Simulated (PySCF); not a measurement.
**How methods differ on the excitation energy of Nb**

Nb [Kr] 4d4 5s1 (6D) → Nb [Kr] 4d4 5p1 (high-spin determinant), as a difference of total energies. Computed with PySCF 2.14 in aug-cc-pwCVTZ-PP with ECP28MDF (8s8p7d4f3g, 122 functions), with scalar relativity through the core potential. Correlated levels: valence: 4s2 4p6 frozen; valence and next inner shell: nothing frozen outside the core potential. The calculations carry no spin-orbit coupling.

```csv
method,excitation energy (eV)
UHF,2.675
LDA,3.142
PBE,3.022
PBE0,2.952
r2SCAN,3.175
PBEsol,3.080
PW91,3.045
LC-wPBE,2.879
MP2 (valence),2.884
SCS-MP2 (valence),2.745
MP2 (valence and next inner shell),3.098
SCS-MP2 (valence and next inner shell),2.927
```

**Question.** How much does correlation contribute at MP2 (valence and next inner shell)?

**Answer.** 3.098 − (2.675) = 0.423 eV, measured against UHF.

The determinant of the upper state mixes LS terms, which raises its energy above the lowest term, most at the Hartree-Fock and MP2 levels.
